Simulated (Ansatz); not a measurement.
Input file for ClFInO, SMILES `[O][In]([F])[Cl]` radical:

```yaml
crystal:
  periodic: [false, false, false]
  atoms:
    - {symbol: O, position_ang: [1.425659, 0.078849, 1.450257]}
    - {symbol: In, position_ang: [0.046427, -0.052346, 0.026194]}
    - {symbol: F, position_ang: [-0.424116, -1.828126, -0.559981]}
    - {symbol: Cl, position_ang: [-0.992471, 1.741322, -0.936770]}
basis:
  gaussian: {orbitals: def2-QZVPP}
magnetization: {spin_polarized: true, initial_magnetization: 1}
correlation: {method: ccsd_t}
scf: {omitted_lower_state_checks: [cluster_reference]}
```

```sh
$ ansatz run in.yaml --threads 2 --pin off --events-out ev --progress --plain --max-ram 31744MiB --backend cuda --devices 0, --max-vram 18GiB
```

The program prints (abridged):

```
Functional definition: HF
  name "HF"
  cite "Fock, Z. Phys. 61, 126 (1930) doi:10.1007/BF01340294"
  parent pbe
  exchange = exact_x
  correlation = 0
these checks for a lower state are left out or cut short: cluster_reference
1675 factors; integrals over basis functions are off by at most 8.2e-4 eV
mean field evaluation 1: about -22387.6221 eV, gradient 4.3e1 eV
mean field evaluation 2: about -22387.6252 eV, gradient 4.3e1 eV
mean field evaluation 4: about -22398.0398 eV, gradient 1.0e1 eV
mean field evaluation 8: about -22399.4569 eV, gradient 1.1e0 eV
mean field evaluation 16: about -22399.5925 eV, gradient 3.8e-5 eV
mean field -22399.59252676 eV, -823.1698423691 hartree, gradient 2.4e-6 eV, S^2 0.764060; 8 other end points of the search recorded, 0 dependent functions left out
11 core orbitals not correlated: weight in the atoms' cores, before any rotation towards them, 1.000 or more for the frozen orbitals, at most 0.000 for the correlated occupied ones
reference -22399.59252676 eV, -823.1698423691 hartree; 17, 16 occupied and 238, 239 virtual orbitals, 1675 factors
second order -31.14754923 eV of doubles, -0.00000000 eV of singles
cycle   1  -30.15302565 eV  change    9.9e-1 eV  update   1.3e-1
cycle   2  -30.73086978 eV  change   -5.8e-1 eV  update   4.4e-2
cycle   3  -30.90056942 eV  change   -1.7e-1 eV  update   2.4e-2
cycle   4  -30.89197383 eV  change    8.6e-3 eV  update   8.4e-3
cycle   5  -30.87974135 eV  change    1.2e-2 eV  update   3.8e-3
cycle   6  -30.88323403 eV  change   -3.5e-3 eV  update   1.8e-3
cycle   7  -30.88461553 eV  change   -1.4e-3 eV  update   8.9e-4
cycle   8  -30.88454309 eV  change    7.2e-5 eV  update   4.0e-4
cycle   9  -30.88468420 eV  change   -1.4e-4 eV  update   1.6e-4
cycle  10  -30.88480508 eV  change   -1.2e-4 eV  update   6.1e-5
cycle  11  -30.88467716 eV  change    1.3e-4 eV  update   3.0e-5
cycle  12  -30.88470258 eV  change   -2.5e-5 eV  update   1.7e-5
perturbative correction -1.09078837 eV, -0.0400857332 hartree
Total energy: -22431.56801770 eV, -824.3449199877 hartree
Checks for a lower state left out: cluster_reference
```

Run time 11 s (2 threads of an AMD EPYC 7R13 on a shared host and a share of an NVIDIA H100 80 GB); peak host memory 0.89 GiB.

Correlation energy per correlated electron: -0.969 eV. T1 diagnostic: 0.0161.
